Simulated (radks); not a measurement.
Values are calculated unless marked as measured or tabulated.
Question: The gallium ion Ga16+, configuration [Ne] 3s2 3p3. Level of theory: scalar-relativistic Kohn-Sham, r2SCAN, spin-polarised, spherical densities, finite nucleus; open shells are filled with parallel spins first; meta-GGA in the generalised Kohn-Sham scheme; Fermi nuclear charge, rms radius 3.9973 fm (a radial shooting solver on a logarithmic mesh with Libxc functionals). Some entries of the table are withheld. Estimate them.

| orbital | occ. | eigenvalue (Ry) | <1/r> (bohr^-1) | <r^2> (bohr^2) |
|---|---|---|---|---|
| 1s up | 1 | -797.3198 | 31.29 | 0.003181 |
| 1s down | 1 | -796.9915 | 31.30 | 0.003179 |
| 2s up | 1 | -135.8850 | 6.926 | 0.05472 |
| 2s down | 1 | -135.7429 | 6.924 | 0.05454 |
| 2p up | 3 | -123.9564 | 6.770 | 0.04346 |
| 2p down | 3 | -123.6437 | 6.764 | 0.04341 |
| 3s up | 1 | -46.51696 | (1) | (2) |
| 3s down | 1 | -45.33153 | (3) | (4) |
| 3p up | 3 | -42.65087 | 2.506 | 0.3483 |
| 3p down | 0 | -41.48091 | 2.490 | 0.3534 |
| 3d up | 0 | -36.94923 | 2.345 | 0.2981 |
| 3d down | 0 | -35.97592 | 2.357 | 0.2980 |
| 4s up | 0 | -21.93260 | (5) | 1.357 |
| 4s down | 0 | -21.11640 | (6) | 1.316 |

Answer: 
(1) 3s up <1/r> (bohr^-1): 2.600
(2) 3s up <r^2> (bohr^2): 0.3529
(3) 3s down <1/r> (bohr^-1): 2.574
(4) 3s down <r^2> (bohr^2): 0.3581
(5) 4s up <1/r> (bohr^-1): 1.319
(6) 4s down <1/r> (bohr^-1): 1.357
